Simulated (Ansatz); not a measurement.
`[OH][Al]([Br])[O][SiH3]` + CH₄ → `[CH3][Al]([OH])[Br]` + `O[SiH3]`  (formal exchange of groups at the Al–O bond)

Isolated molecules relaxed with PBE0-D4/def2-TZVP in Ansatz; ΔE leaves out vibrations. CBS: MP2 limit from def2 TZ/QZ plus the TZ coupled-cluster correction, frozen cores. This one scheme is used for every species. Functionals use def2-TZVPP. For Br outer-core shells are correlated without core-valence functions, which leaves a few kJ/mol of doubt a bond. Scalar relativity is left out up to krypton. One conformer a species, not always the lowest.

```tsv
level	ΔE (eV)
revPBE-D4	1.43
PBE-QIDH	1.56
CCSD/def2-TZVPP	1.63
MP2/def2-QZVPP	1.62
```

Q: What does CCSD(T)/CBS give? (Best estimate.)

A: Computed: +1.59 eV. The listed levels differ from it by -0.16, -0.03, 0.04, 0.03 eV.

Largest T1 diagnostic among the species: 0.011.

At CCSD(T), def2-SVP lies +0.11 eV from the extrapolated value and def2-TZVPP +0.01 eV. From BLYP to BHLYP (50 % exact exchange), in def2-TZVPP and without D4, ΔE moves by +0.13 eV. In def2-TZVPP, CCSD(T) changes the Hartree–Fock value by −0.16 eV (the triples alone add −0.02 eV) and MP2 by −0.14 eV.
